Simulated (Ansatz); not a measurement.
System: TeCl₄, net charge 0, singlet state. 
Geometry from a B3LYP-D3(BJ)/def2-TZVP (Ansatz, an electronic-structure program) optimisation:
```xyz
5

Te     0.0061     0.0048     0.4213
Cl     1.0794    -1.4200    -1.0697
Cl     1.9502     1.5170     0.3800
Cl    -1.1105     1.3954    -1.0702
Cl    -1.9378    -1.5072     0.4713
```
Charge 0, spin multiplicity 1.

Quantity: atomisation energy (electronic, to ground-state atoms), in kcal/mol. Cores are frozen in the correlated levels unless marked. Open shells are spin-unrestricted. Spin-orbit coupling is left out. The frozen core is the preceding noble-gas configuration, with the filled d and f shells of earlier blocks. In def2 rows, elements after Kr have scalar-relativistic effective core potentials. The coupled-cluster limit lacks core correlation, which all-electron functionals hold. CBS marks a two-point X^-3 extrapolation of the correlation energy; Hartree-Fock from the larger set. The bracket is a focal-point correction in the basis named.

```json
[
 {"level": "r2SCAN0-D4/def2-TZVPD", "program": "Ansatz + dftd4", "atomisation energy (kcal/mol)": "?"},
 {"level": "HSE06/def2-TZVPD", "program": "Ansatz", "atomisation energy (kcal/mol)": "231.1"},
 {"level": "CAM-B3LYP-D3(BJ)/def2-TZVPD", "program": "Ansatz + dftd3", "atomisation energy (kcal/mol)": "?"},
 {"level": "wB97X/def2-TZVPD", "program": "Ansatz", "atomisation energy (kcal/mol)": "224.0"},
 {"level": "RI-MP2/CBS(def2-TZVPPD,def2-QZVPPD)+[CCSD(T)-MP2]/def2-TZVPPD", "program": "Ansatz", "atomisation energy (kcal/mol)": "229.0"}
]
```

What belongs in the gaps?


- r2SCAN0-D4/def2-TZVPD, atomisation energy (kcal/mol): 222.2
- CAM-B3LYP-D3(BJ)/def2-TZVPD, atomisation energy (kcal/mol): 217.4
